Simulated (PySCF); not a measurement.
Computed IR spectrum (relative IR intensity) of a molecule C₃H₆GeO. Geometry optimised at B3LYP-D3(BJ)/def2-SVP. Other conformers were not sampled. Computed with B3LYP-D3(BJ)/def2-SVP (PySCF 2.14.0). Frequencies are harmonic and unscaled.

Lines under 2 % of the strongest are left out, and lines within 2 cm⁻¹ are merged.

ν (cm⁻¹): 393 (m), 468 (m), 535 (w), 606 (m), 615 (w), 683 (s), 695 (w), 775 (w), 852 (m), 863 (m), 962 (w), 1025 (m), 1147 (s), 1254 (w), 1284 (vw), 1431 (vw), 1572 (s), 2119 (vs), 3137 (m) (against the strongest line: vs over 80 %, s over 45 %, m over 15 %, w over 4 %, vw less)

Task: Which molecule gave these data?
A) C=C[C](=O)[GeH3]
B) [CH3][Ge@H]1[CH]=C[O]1
C) C[C]1=C[O][GeH2]1
D) C#CC[O][GeH3]

Result: B, [CH3][Ge@H]1[CH]=C[O]1
